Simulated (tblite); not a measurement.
Species: C6H13FOSi.
Atom-mapped SMILES: `[CH3:1][O:2][CH2:3]/[C:4]([CH3:5])=[C:6](\[SiH3:7])[CH2:8][F:9]` (hydrogens: H10, H11, H12 on C1; H13, H14 on C3; H15, H16, H17 on C5; H18, H19, H20 on Si7; H21, H22 on C8)

Computed with GFN2-xTB (tblite), gas phase: L-BFGS steps from a force-field or distance-geometry start until the largest atomic force falls under 0.01 eV/Å.

Step 165: E = -815.6485 eV
```
atom  x, y, z in Å  |  force x, y, z in eV/Å
C1      2.1662   -0.9776    0.8648    0.017   0.004   0.039
O2      1.3056   -1.4609   -0.1356    0.014   0.010   0.027
C3      1.0252   -0.4992   -1.1284    0.004  -0.012   0.029
C4      0.0137    0.5248   -0.6645    0.026  -0.041  -0.005
C5      0.2434    1.9502   -1.0862   -0.033  -0.063   0.013
C6     -1.0057    0.1218    0.0957   -0.029  -0.023   0.004
Si7    -1.2537   -1.6989    0.5890    0.008   0.005  -0.009
C8     -1.9980    1.1330    0.5842    0.017   0.023  -0.014
F9     -3.0402    0.5668    1.2753    0.032   0.033   0.028
H10     3.1604   -0.7646    0.4510   -0.023   0.008   0.013
H11     1.7732   -0.0671    1.3313   -0.014  -0.020  -0.008
H12     2.2483   -1.7597    1.6164   -0.005  -0.009  -0.013
H13     1.9589   -0.0167   -1.4459   -0.003   0.048  -0.032
H14     0.6239   -1.0672   -1.9745   -0.010   0.020  -0.006
H15     0.4313    2.5821   -0.2150    0.009  -0.023  -0.054
H16    -0.6366    2.3469   -1.5922   -0.004   0.006   0.007
H17     1.0912    2.0235   -1.7648   -0.027   0.026   0.047
H18    -0.9136   -2.6162   -0.4928   -0.007   0.010  -0.049
H19    -2.6898   -1.8679    0.8330    0.021  -0.003   0.011
H20    -0.5293   -1.9713    1.8307   -0.014   0.016   0.007
H21    -2.4538    1.6874   -0.2480    0.023  -0.002   0.010
H22    -1.5311    1.8501    1.2759   -0.002  -0.014  -0.041
```

Step 166: E = -815.6496 eV
```
atom  x, y, z in Å  |  force x, y, z in eV/Å
C1      2.1661   -0.9836    0.8638    0.022  -0.010   0.039
O2      1.3053   -1.4631   -0.1385    0.016   0.036   0.041
C3      1.0274   -0.4967   -1.1274    0.024   0.005   0.033
C4      0.0153    0.5270   -0.6634    0.004  -0.061  -0.014
C5      0.2485    1.9539   -1.0800   -0.043  -0.073   0.032
C6     -1.0079    0.1224    0.0909   -0.030  -0.016   0.026
Si7    -1.2585   -1.6990    0.5882    0.023   0.041  -0.025
C8     -2.0044    1.1322    0.5763   -0.015   0.031  -0.018
F9     -3.0106    0.5656    1.3234    0.096   0.091  -0.013
H10     3.1592   -0.7692    0.4502    0.006   0.013  -0.002
H11     1.7761   -0.0744    1.3344   -0.032  -0.019  -0.004
H12     2.2510   -1.7688    1.6118   -0.017  -0.011  -0.008
H13     1.9615   -0.0110   -1.4398    0.000   0.040  -0.027
H14     0.6319   -1.0612   -1.9778   -0.032   0.016  -0.019
H15     0.4567    2.5758   -0.2061    0.018  -0.020  -0.059
H16    -0.6378    2.3635   -1.5644    0.008  -0.006  -0.003
H17     1.0860    2.0248   -1.7718   -0.042   0.032   0.051
H18    -0.9074   -2.6220   -0.4853   -0.009   0.010  -0.050
H19    -2.6968   -1.8698    0.8186    0.023   0.002   0.014
H20    -0.5394   -1.9575    1.8360   -0.022   0.009   0.003
H21    -2.5016    1.6423   -0.2643    0.056  -0.031   0.084
H22    -1.5311    1.8880    1.2246   -0.054  -0.077  -0.083
```

**Question.** Estimate the geometry and energy of step 167. (The exact step hangs on the optimiser's Hessian estimate; all steps are aligned on step 166, rigid shifts and turns removed.)

**Answer.** E = -815.6496 eV, largest force 0.221 eV/Å
```
atom  x, y, z in Å  |  force x, y, z in eV/Å
C1      2.1618   -0.9949    0.8643    0.027  -0.044   0.024
O2      1.3125   -1.4699   -0.1505    0.010   0.098   0.080
C3      1.0333   -0.4931   -1.1285    0.070   0.058   0.029
C4      0.0175    0.5267   -0.6639   -0.049  -0.103  -0.044
C5      0.2516    1.9546   -1.0792   -0.056  -0.110   0.091
C6     -1.0119    0.1214    0.0820    0.009  -0.035   0.081
Si7    -1.2655   -1.7000    0.5935    0.061   0.147  -0.056
C8     -2.0083    1.1338    0.5681    0.111  -0.148  -0.120
F9     -2.9749    0.5776    1.3604   -0.089  -0.045   0.162
H10     3.1464   -0.7462    0.4561    0.087   0.025  -0.044
H11     1.7574   -0.1055    1.3582   -0.078  -0.027   0.009
H12     2.2717   -1.7989    1.5884   -0.045  -0.004   0.014
H13     1.9639    0.0073   -1.4327    0.008  -0.009   0.000
H14     0.6516   -1.0511   -1.9874   -0.077   0.002  -0.054
H15     0.4800    2.5646   -0.2048    0.044   0.032   0.012
H16    -0.6418    2.3772   -1.5364    0.007  -0.019  -0.055
H17     1.0803    2.0259   -1.7800   -0.051   0.029   0.003
H18    -0.9050   -2.6253   -0.4746   -0.003  -0.002  -0.036
H19    -2.7045   -1.8731    0.8124    0.006   0.007   0.025
H20    -0.5511   -1.9251    1.8521   -0.034  -0.017  -0.025
H21    -2.5407    1.5966   -0.2684   -0.026   0.099  -0.123
H22    -1.5347    1.9166    1.1702    0.069   0.068   0.028
```

The energy changes by 0.0000 eV. The first-order estimate −F·Δx gives -0.0064 eV and the mean of the old and new forces, exact on a quadratic surface, -0.0006 eV. The step makes an angle of 81° with the force vector and moves no atom by more than 0.062 Å.

The cost below is that of the whole relaxation. Hardware: an Arm Neoverse V1 with one thread (shared host). Cost: 2.2 s wall.
